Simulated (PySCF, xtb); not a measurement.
H2INSe, SMILES N[Se]I.

The structure is a stationary point at B3LYP-D3(BJ)/def2-SVP. The def2 effective core potentials stand for the cores of I; spin–orbit coupling is left out. One conformer was computed; it need not be the lowest.

Calculation: C-PCM-B3LYP/def2-SVP in PySCF 2.14.0.

The values are the electrostatic part of the solvation free energy, E(continuum) − E(gas) at the gas-phase geometry, in a cavity of scaled van der Waals radii (PySCF's table); cavitation and dispersion terms are not included. In vacuum the orbital gap is 3.52 eV. The dipole moment in vacuum is 2.24 D.

Computed values in water (ε = 78.36), ethylethanoate (ε = 5.99), tetrahydrofuran (ε = 7.43):
| solvent | ε | ΔG(elec) (kcal/mol) | dipole (D) | gap (eV) |
|---|---|---|---|---|
| water | 78.36 | -5.2 | 3.16 | 3.60 |
| ethylethanoate | 5.99 | -4.3 | 2.96 | 3.59 |
| tetrahydrofuran | 7.43 | -4.5 | 3.00 | 3.59 |

For comparison, GFN2-xTB/ALPB(water) (xtb, at the GFN2-xTB geometry, all terms of that model) gives -4.3 kcal/mol.
